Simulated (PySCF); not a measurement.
Excitations are Tamm–Dancoff values on a coarser integration grid. The basis has no diffuse functions, so Rydberg states are missing or too high.

Cartesian coordinates (Å):
SMILES: [H]/N=C/NC=O
```xyz
9

N     -1.4461    -0.9358     0.0233
C     -0.9663     0.2434     0.0129
N      0.4024     0.5270    -0.0070
C      1.4915    -0.3411    -0.0199
O      1.4579    -1.5494    -0.0158
H     -2.4710    -0.8865     0.0373
H     -1.5539     1.1795     0.0180
H      0.6436     1.5143    -0.0135
H      2.4418     0.2487    -0.0353
```
Charge 0, spin multiplicity 1.

Q: Estimate the dipole moment, S1–T1 gap (TDA), LUMO, total energy, HOMO, T1 excitation (TDA), S1 excitation (TDA) and HOMO–LUMO gap that PBE-D3(BJ)/def2-TZVP run with PySCF 2.14.0 returns for this input.

A: 
* **dipole moment**: 5.17 D
* **S1–T1 gap (TDA)**: 0.47 eV
* **LUMO**: -1.94 eV
* **total energy**: -7160.59 eV
* **HOMO**: -5.80 eV
* **T1 excitation (TDA)**: 3.60 eV
* **S1 excitation (TDA)**: 4.06 eV
* **HOMO–LUMO gap**: 3.87 eV
